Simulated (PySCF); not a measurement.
GeH₅, SMILES [GeH5-], charge -1. Geometry: PBE-D3(BJ)/def2-TZVPD.

Computed equilibrium geometry at PBE-D3(BJ)/def2-TZVPD (PySCF confirms it by a frequency run) as Cartesian coordinates in Å, and its point group:
point group D3h.
```xyz
6

Ge     0.0000     0.0000     0.0000
H      0.0000     0.0000     1.7371
H      0.0000     0.0000    -1.7371
H      1.5983     0.0000     0.0000
H     -0.7991     1.3841     0.0000
H     -0.7991    -1.3841     0.0000
```
Charge -1, spin multiplicity 1.
